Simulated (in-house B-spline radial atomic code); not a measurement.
Successive ionisation energies of beryllium; each step leads to the configuration of the next row (after the last: bare). NIST's values go from ground level to ground level; the uncertainty of those that are theory runs from under 0.1 % in few-electron ions to several per cent in heavy many-electron ones. Computed with a radial B-spline atomic code at the basis-set limit: non-relativistic Hartree-Fock, average of the configuration, point nuclei.

```csv
ion,configuration,ionisation energy (eV),tabulated value (eV),tabulated kind,computed minus tabulated (eV),highest orbital,largest mean radius (bohr)
Be,[He] 2s2,8.04,9.322699,measured,-1.28,2s,2.6494
Be+,[He] 2s1,18.13,18.21115,measured,-0.09,2s,2.28
Be2+,1s2,152.69,153.8962,tabulated theory,-1.20,1s,0.41414
Be3+,1s1,217.69,217.7186,tabulated theory,-0.03,1s,0.375
```

(1) Where is the largest jump?

Answers

(1) From Be+ to Be2+, by a factor of 8.42 (18.125 to 152.69 eV); the highest orbital goes from 2s to 1s.
